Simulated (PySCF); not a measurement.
Geometries of 3 isomers of C3H10OSi, from PBE0-D3(BJ)/def2-SVP geometry optimisation, gas phase (PySCF). One conformer each, no zero-point energy, no frequencies.

Question: Which is lowest in electronic energy at this level?
A.
```xyz
15
angstrom
C     -1.014    1.375    0.285
C     -0.331    0.029    0.441
C     -1.311   -1.121    0.571
O      0.487   -0.205   -0.696
Si     2.147   -0.246   -0.623
H     -1.661    1.594    1.148
H     -1.630    1.378   -0.627
H     -0.269    2.180    0.197
H      0.296    0.058    1.357
H     -0.775   -2.075    0.680
H     -1.966   -0.987    1.445
H     -1.938   -1.182   -0.332
H      2.619   -1.322    0.307
H      2.631   -0.518   -2.004
H      2.704    1.056   -0.135
```
B.
```xyz
15
angstrom
Si    -0.004    0.483    0.282
H      0.065    0.719    1.764
C      1.715    0.077   -0.344
H      1.699   -0.136   -1.424
H      2.142   -0.798    0.170
H      2.399    0.925   -0.175
C     -0.727    1.961   -0.593
H     -1.753    2.156   -0.246
H     -0.761    1.788   -1.680
H     -0.123    2.863   -0.408
O     -1.056   -0.786   -0.006
C     -0.926   -2.056    0.559
H     -0.021   -2.585    0.203
H     -1.800   -2.665    0.277
H     -0.882   -2.022    1.664
```
C.
```xyz
15
angstrom
C     -0.302    1.380   -1.089
Si    -0.218    0.018    0.202
C     -0.681   -1.632   -0.538
C      1.506   -0.045    0.945
O     -1.357    0.292    1.405
H      0.414    1.199   -1.906
H     -0.066    2.366   -0.654
H     -1.310    1.439   -1.527
H     -0.649   -2.425    0.225
H      0.011   -1.910   -1.349
H     -1.700   -1.603   -0.954
H      2.265   -0.247    0.172
H      1.775    0.907    1.431
H      1.574   -0.841    1.703
H     -1.271    1.117    1.890
```

Answer: C. That is `C[Si](C)(C)O`, 20.8 kcal/mol below the next.

```csv
SMILES,atoms numbered as above,E (Eh),relative (kcal/mol),relative (kJ/mol),dipole (D)
C[Si](C)(C)O,[CH3:1][Si:2]([CH3:3])([CH3:4])[OH:5],-484.55550,0.0,0.0,1.37
[H][Si](C)(C)OC,–,-484.52232,20.8,87.1,0.89
CC(C)O[SiH3],[CH3:1][CH:2]([CH3:3])[O:4][SiH3:5],-484.49947,35.2,147.1,1.11
```

As drawn, the lowest has an O–H bond and an Si–C bond, which the highest lacks.
